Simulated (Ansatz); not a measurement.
Ansatz (a program for electronic structure) input:
A basis named .json is the Basis Set Exchange file of that set.

Ansatz 0.2 input:
```yaml
crystal:
  periodic: [false, false, false]
  atoms:
    - {symbol: N, position_ang: [1.62579679, -0.28851070, 0.23095717]}
    - {symbol: Si, position_ang: [-0.00791811, 0.00083750, -0.00231280]}
    - {symbol: F, position_ang: [-0.60829860, -0.50866620, -1.37688846]}
    - {symbol: F, position_ang: [-0.84195332, -0.72707808, 1.12503755]}
    - {symbol: F, position_ang: [-0.28170644, 1.55651215, 0.03389430]}
    - {symbol: H, position_ang: [1.97770507, -1.17829524, 0.54164024]}
    - {symbol: H, position_ang: [2.34019625, 0.29923431, -0.16435174]}
basis:
  gaussian:
    orbitals: cc-pV_T+d_Z.json
magnetization: {spin_polarized: false}
correlation: {method: ccsd_t, electrons: outside_noble_gas}
```

Q: Which total energy does the run end on?

A: -644.40440 Eh (CCSD(T)/cc-pV(T+d)Z). The basis has 187 functions.
